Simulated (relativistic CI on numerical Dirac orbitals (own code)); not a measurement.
## A ladder of approximations for the levels of F⁴⁺

Calculated with a relativistic CI code on KLI orbitals (one set per configuration, finite nucleus), adding one ingredient at a time: step 1, Dirac-Coulomb, each configuration alone; step 2, with Breit and QED terms; step 3, with configuration mixing; step 4, with scaled Slater integrals (0.85); step 5, with a P86 correlation estimate; step 6, tied to the ionisation limit. P86 is a density functional for the correlation energy, evaluated here for each configuration and added to its levels. Step 6 is semi-empirical: configurations made of the next ion and one excited electron move by -16550 cm⁻¹, so that their limit matches the tabulated ionisation energy, and those with a non-penetrating f or g electron also take the P86 value of the least penetrating other one.

Configuration list (outside the closed core 1s2): 2s2 2p, 2s 2p2, 2p3, 2s2 3s, 2s2 3d, 2s 2p 3p, 2s 2p 3d, 2s2 4s, 2s2 4d, 2p2 3s, 2s2 5d, 2s 2p 4d, 2s2 6d, 2p2 3d, 2s2 3p, 2p2 3p.

Computed minus measured energy above the ground level, in cm⁻¹, for 18 of the 37 excited levels that pair in every step (one J of a term; a digit in brackets numbers repeated terms):

```tsv
Configuration	Term	J	Measured	Step 1	Step 2	Step 3	Step 4	Step 5	Step 6
2s2 2p	2P°	3/2	746	108	15	-17	-10	-9	-9
2s 2p2	2D	5/2	152876	-7701	-7860	4683	-728	633	589
2s 2p2	2S	1/2	197565	-8634	-8708	6349	-6449	-5096	-5115
2p3	2P°	1/2	347418	-14683	-14846	11550	361	2883	2884
2s2 3s	2S	1/2	524751	3894	3781	-6166	-4200	-873	-16445
2s2 3d	2D	3/2	602476	2644	2492	-4045	-2856	443	-15188
2s 2p 3p	2D	3/2	675932	-16609	-16788	-2569	-4288	1061	1053
2s 2p 3p	2S	1/2	687806	-16770	-16976	-979	-4811	526	446
2s 2p 3d	2D°	3/2	699293	-19987	-20206	-2450	-3109	1846	1847
2s2 4s	2S	1/2	712936	2549	2413	15350	11033	16023	730
2s 2p 3d	2P°	3/2	718472	-18638	-18860	-2428	-6008	-1044	-1043
2s2 4d	2D	3/2	744010	373	222	17651	12718	16995	-2
2p2 3s	2P	1/2	797059	-20703	-20901	7045	283	6319	6320
2s2 5d	2D	3/2	808663	-274	-425	16055	11761	16762	218
2s 2p 4d	2D°	3/2	841598	-22058	-22278	-3922	-4945	1184	1185
2s2 6d	2D	5/2	843497	-535	-686	15706	11436	16949	404
2s 2p 4d	2F°	5/2	847506	-21012	-21213	-4194	-6163	59	60
2p2 3d	2P	3/2	853035	-20305	-20566	-2921	-4553	1742	1743
```

Mean absolute errors in cm⁻¹, over all paired levels and for the first 12 configurations:

```csv
"Configuration, levels",Step 1,Step 2,Step 3,Step 4,Step 5,Step 6
"all, 37",10650,10786,7089,5300,4305,2790
"2s2 2p, 1",108,15,17,10,9,9
"2s 2p2, 5",5356,5473,7058,3855,2998,2983
"2p3, 2",14685,14854,11549,359,2881,2882
"2s2 3s, 1",3894,3781,6166,4200,873,16445
"2s2 3d, 2",2640,2486,4048,2859,439,15192
"2s 2p 3p, 6",10816,11023,5057,5132,1249,887
"2s 2p 3d, 6",15251,15483,4174,5402,1641,1641
"2s2 4s, 1",2549,2413,15350,11033,16023,730
"2s2 4d, 2",367,215,17643,12710,16987,7
"2p2 3s, 2",20625,20876,7051,297,6333,6334
"2s2 5d, 2",277,428,16051,11757,16758,214
"2s 2p 4d, 4",21478,21712,4023,5535,643,644
```

Measured levels: Moore, Atomic Energy Levels, vol. I, NSRDS-NBS 35 (1971 reprint of NBS Circular 467, 1949). The analysis dates from before 1960.

The mean absolute error is lowest at step 6 (2790 cm⁻¹), and the largest single drop is from step 2 to 3 (10786 to 7089). The Breit and QED terms change the top of the ground term (measured 746) from 854 to 761. Mixing lowers the ground level by 16297, with 2p3 as its largest admixture; relative to it the configurations that move most are 2p2 3s by +27927, 2p3 by +26403, 2p2 3d by +17807. Configurations whose own partners of that kind are not in the list rise by much of that lowering, so a short list can trade one imbalance for another. The P86 estimate moves 2p2 3d by +6295, 2s 2p 4d by +6178, 2p2 3s by +6037, and takes the mean absolute error of the excited configurations from 5447 to 4425. Step 6 takes that error from 4425 to 2868; the error more than halves for 2s2 4s, 2s2 4d, 2s2 5d, 2s2 6d; it grows for 2s2 3s, 2s2 3d. The shift fits the limit, so it does little for low levels whose errors differ from those near the limit.
